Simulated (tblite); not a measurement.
Species: C5H10AlClS2.
Numbering: `[CH3:1][CH:2]([CH3:3])[C@@H:4]1[CH2:5][S:6][Al:7]([Cl:8])[S:9]1` (hydrogens: H10, H11, H12 on C1; H13 on C2; H14, H15, H16 on C3; H17 on C4; H18, H19 on C5)

Computed with GFN2-xTB (tblite), gas phase: L-BFGS steps from a force-field or distance-geometry start until the largest atomic force falls under 0.01 eV/Å.

At the end of the run (lengths in Å): Al7–Cl8 2.013, Al7–S9 2.202, S6–Al7 2.209, C2–C4 1.536, C4–S9 1.863, C1–H12 1.087, C3–H15 1.087, S6–Al7–S9 103.0°, Cl8–Al7–S9 128.9°, C4–S9–Al7 92.4°, S6–Al7–Cl8 128.0°, C1–C2–C4–C5 66°, C2–C4–C5–S6 173°, C4–C5–S6–Al7 42°, H13–C2–C1–H10 175°, H17–C4–S9–Al7 -76°.

**Question.** These geometries were met on the way; a selection of coordinates is given. Order them by energy above the end point, lowest first.
A. Al7–Cl8 1.992, Al7–S9 2.168, S6–Al7 2.210, C2–C4 1.529, C4–S9 1.904, C1–H12 1.097, C3–H15 1.091, S6–Al7–S9 101.9°, Cl8–Al7–S9 126.1°, C4–S9–Al7 86.0°, S6–Al7–Cl8 126.4°, C1–C2–C4–C5 54°, C2–C4–C5–S6 161°, C4–C5–S6–Al7 35°, H13–C2–C1–H10 -166°, H17–C4–S9–Al7 -53°
B. Al7–Cl8 2.053, Al7–S9 2.263, S6–Al7 2.288, C2–C4 1.542, C4–S9 1.892, C1–H12 1.063, C3–H15 1.071, S6–Al7–S9 95.6°, Cl8–Al7–S9 122.9°, C4–S9–Al7 90.4°, S6–Al7–Cl8 122.5°, C1–C2–C4–C5 52°, C2–C4–C5–S6 162°, C4–C5–S6–Al7 42°, H13–C2–C1–H10 -164°, H17–C4–S9–Al7 -57°
C. Al7–Cl8 2.016, Al7–S9 2.207, S6–Al7 2.209, C2–C4 1.541, C4–S9 1.861, C1–H12 1.088, C3–H15 1.087, S6–Al7–S9 101.7°, Cl8–Al7–S9 130.5°, C4–S9–Al7 86.5°, S6–Al7–Cl8 127.5°, C1–C2–C4–C5 55°, C2–C4–C5–S6 165°, C4–C5–S6–Al7 31°, H13–C2–C1–H10 179°, H17–C4–S9–Al7 -56°
D. Al7–Cl8 2.008, Al7–S9 2.198, S6–Al7 2.223, C2–C4 1.527, C4–S9 1.870, C1–H12 1.088, C3–H15 1.089, S6–Al7–S9 102.4°, Cl8–Al7–S9 127.4°, C4–S9–Al7 82.8°, S6–Al7–Cl8 129.9°, C1–C2–C4–C5 54°, C2–C4–C5–S6 162°, C4–C5–S6–Al7 29°, H13–C2–C1–H10 -170°, H17–C4–S9–Al7 -51°
E. Al7–Cl8 2.229, Al7–S9 2.303, S6–Al7 2.298, C2–C4 1.492, C4–S9 1.825, C1–H12 1.122, C3–H15 1.114, S6–Al7–S9 93.0°, Cl8–Al7–S9 119.1°, C4–S9–Al7 93.8°, S6–Al7–Cl8 119.2°, C1–C2–C4–C5 59°, C2–C4–C5–S6 159°, C4–C5–S6–Al7 44°, H13–C2–C1–H10 -159°, H17–C4–S9–Al7 -58°

**Answer.** C (0.141 eV), D (0.239 eV), A (0.390 eV), B (0.732 eV), E (1.345 eV).

```csv
step,E above end (eV),"rms distance from the end, all atoms (Å)",largest force (eV/Å),rms shift of all bonds from the end (Å)
25,0.141,0.411,0.270,0.003
13,0.239,0.539,0.268,0.005
5,0.390,0.565,0.756,0.015
2,0.732,0.583,1.447,0.029
0,1.345,0.599,2.299,0.062
```

Rows stand in the order of the answer.
